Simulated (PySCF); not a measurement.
GeClI, SMILES [Ge]([I])[Cl] (connectivity only; charge and spin as stated), neutral, multiplicity 1.

Geometry optimised at B3LYP-D3(BJ)/def2-TZVP. The def2 effective core potentials stand for the cores of I; spin–orbit coupling is left out.

Computed with B3LYP/def2-TZVPD run with PySCF.

Symmetry labels are those of the subgroup Cs that the program uses (full group Cs).

Q: List the valence orbital energies around the gap with their symmetry. (Estimate from the structure and the level; the computed values follow.)

A: 
| orbital | symmetry | energy (eV) |
|---|---|---|
| HOMO−7 | A' | -19.09 |
| HOMO−6 | A' | -14.05 |
| HOMO−5 | A' | -10.08 |
| HOMO−4 | A' | -9.49 |
| HOMO−3 | A" | -9.46 |
| HOMO−2 | A" | -7.82 |
| HOMO−1 | A' | -7.70 |
| HOMO | A' | -7.39 |
| LUMO | A" | -3.50 |
| LUMO+1 | A' | -1.49 |
| LUMO+2 | A' | -0.92 |
| LUMO+3 | A' | 0.19 |
